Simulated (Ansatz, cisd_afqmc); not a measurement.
System: P, charge 0, quartet.

Total energies in def2-SVP, 5 correlated electrons, 5 frozen orbitals. Radicals and triplets start from unrestricted determinants; spin-orbit coupling is neglected. Correlated methods leave the cores frozen. No relativity. The Monte Carlo rows (phaseless AFQMC, CISD trial, step 0.005/hartree) carry one-sigma bars that omit the constraint's bias. Outlying blocks are dropped, and bars are widened where a walk drifts. Over all cases where full CI ran beside it in this data, AFQMC minus full CI had a median of +0.1 mEh and passed +0.4 mEh in a tenth of the cases. Full CI freezes restricted core orbitals and the other rows unrestricted ones, which leaves a small offset even where coupled cluster is exact.

```tsv
method	program	energy (Eh)	error against FCI (mEh)
HF	Ansatz	-340.59744	79.81
MP2	Ansatz	-340.65884	18.42
CCSD	Ansatz	-340.67590	1.35
CCSD(T)	Ansatz	-340.67692	0.33
CCSDT(Q)	Ansatz	-340.67726	0.00
CCSDTQ	Ansatz	-340.67727	-0.02
AFQMC/CISD	cisd_afqmc	-340.6773 ± 0.0001	0.0 ± 0.1
FCI	Ansatz	-340.67725	0.00
```

Ansatz is a program for electronic structure.
